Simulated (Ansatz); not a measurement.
`[NH2][Ti]([NH2])([OH])[Cl]`. The species carries charge 0 and has multiplicity 1. The geometry is a stationary point of PBE0-D4/def2-TZVP. It is one conformer, not always the lowest.

```xyz
10

N    -0.024    0.081    1.669
Ti   -0.290    0.167   -0.177
N     1.377   -0.022   -1.007
O    -1.375   -1.143   -0.718
Cl   -1.171    2.153   -0.699
H     0.350    0.845    2.216
H    -0.344   -0.663    2.273
H     1.482   -0.304   -1.972
H     2.280    0.066   -0.564
H    -2.283   -1.179   -1.021
```

Question: What is the dipole moment at B3LYP/def2-TZVPP? (Estimate.)

Answer: Ansatz gave: 2.17 D, with components (0.82, -1.75, 0.99) D in this frame, pointing from negative to positive charge.

Question: And with PBE, r2SCAN, ωB97M-V? (An estimate is asked.)

Answer: Ansatz gave: PBE 2.19 D, r2SCAN 2.23 D, ωB97M-V 2.20 D.

Question: Give the Mulliken charges with B3LYP, PBE, ωB97M-V in def2-TZVPP. (Estimate.)

Answer: The calculation gave: 
| atom | B3LYP | PBE | ωB97M-V |
| --- | --- | --- | --- |
| N1 | -0.47 | -0.46 | -0.42 |
| Ti2 | 0.97 | 0.82 | 0.87 |
| N3 | -0.46 | -0.45 | -0.40 |
| O4 | -0.49 | -0.44 | -0.45 |
| Cl5 | -0.31 | -0.29 | -0.27 |
| H6 | 0.14 | 0.15 | 0.12 |
| H7 | 0.14 | 0.16 | 0.12 |
| H8 | 0.14 | 0.15 | 0.12 |
| H9 | 0.14 | 0.15 | 0.12 |
| H10 | 0.20 | 0.20 | 0.18 |

B3LYP here is the variant with VWN-RPA as its local correlation; programs differ in this.
